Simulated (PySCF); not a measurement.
Compound: C6H7F.
Geometry (GFN2-xTB, Å), atoms numbered from 1 in this order:
```
atom  x, y, z in Å
F1    -0.209    2.708    0.093
C2     0.069    1.394    0.137
C3     1.261    0.843   -0.051
C4     1.192   -0.647    0.133
C5    -0.284   -0.919    0.381
C6    -1.224   -0.566   -0.727
C7    -1.001    0.409    0.401
H8     2.171    1.359   -0.292
H9     1.804   -0.959    0.983
H10    1.561   -1.175   -0.750
H11   -0.546   -1.718    1.059
H12   -2.177   -1.072   -0.764
H13   -0.812   -0.325   -1.695
H14   -1.807    0.667    1.070
```

The closed-shell SCF was solved with PySCF and density fitting under several settings on one GFN2-xTB geometry (grid level 2 and gas phase unless stated).

```tsv
settings	basis functions	SCF cycles	E (Eh)	HOMO (eV)	LUMO (eV)	dipole (D)
PBE0/pcSseg-1	154	14	-332.2283	-6.67	0.63	1.88
PBE0/def2-SVPD	199	14	-332.0444	-6.69	0.51	1.96
WP04/ANO-RCC-VDZP	133	16	-340.2961	-7.71	-1.42	2.12
CAM-B3LYP/6-31G, IEF-PCM acetone, level shift 0.3 Eh, energy threshold 1e-07 Eh	77	10	-332.3875	-7.73	2.22	2.47
wB97X-D/pcSseg-1	154	12	-332.4912	-8.52	2.44	1.93
LC-wPBE/ANO-RCC-VDZP	133	13	-332.5332	-9.24	2.13	2.04
```

Problem. Estimate the rows for these settings: (1) KT3/3-21G; (2) mPW1PW91/pcseg-1, IEF-PCM benzene.

Solution. 
```tsv
settings	basis functions	SCF cycles	E (Eh)	HOMO (eV)	LUMO (eV)	dipole (D)
KT3/3-21G	77	14	-335.7782	-5.25	0.12	1.59
mPW1PW91/pcseg-1, IEF-PCM benzene	133	13	-332.4951	-6.70	0.61	2.16
```

Problem. Over all rows, what range does the HOMO–LUMO gap span?

Solution. From 5.37 eV (KT3/3-21G) to 11.37 eV (LC-wPBE/ANO-RCC-VDZP). The functional of the narrowest has no exact exchange, that of the widest range-separated exact exchange.

Problem. And the dipole moment?

Solution. From 1.59 D (KT3/3-21G) to 2.47 D (CAM-B3LYP/6-31G, IEF-PCM acetone, level shift 0.3 Eh, energy threshold 1e-07 Eh); the largest is 1.55 times the smallest, and the median is 2.00 D.

Problem. Compare two rows with the functional PBE0: PBE0/pcSseg-1 and PBE0/def2-SVPD. Which energy is lower, and by how much?

Solution. PBE0/pcSseg-1 (154 functions) lies 0.1839 Eh or 115 kcal/mol below PBE0/def2-SVPD (199 functions). The smaller set gives the lower energy; the two sets aren't nested, so the variational bound doesn't order them by size.

wB97X-D ran without the empirical dispersion term, which would shift the total energy alone. Cycle counts include a coarse-grid stage where the run had one. KT3 and WP04 were designed for NMR shieldings or shifts; total energies of different functionals aren't comparable. ANO-RCC sets were contracted for a scalar-relativistic Hamiltonian, but ran non-relativistically here. Geometry: GFN2-xTB; no vibrations or thermal averaging.
